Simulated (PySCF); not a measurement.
Vertical excitations of a molecule C₄H₆Si from TDA-M06-2X/def2-SVPD (PySCF), as energy in eV (oscillator strength): 5.58 (0.000), 6.40 (0.012), 6.50 (0.001), 6.67 (0.005), 7.50 (0.084), 7.52 (0.100), 7.77 (0.478), 7.84 (0.011), 7.87 (0.026), 7.98 (0.002). Lowest triplet (TDA): 4.59 eV. Coordinates come from a PBE0-D3(BJ)/def2-SVP optimisation. The values are those of a single conformer.

Question: Pick the molecule that these values belong to.
(A) C#C/C=C/[SiH3]
(B) C1=C[SiH2]C=C1
(C) C#C[SiH2]C=C
(D) C=CC#C[SiH3]

Answer: C, C#C[SiH2]C=C
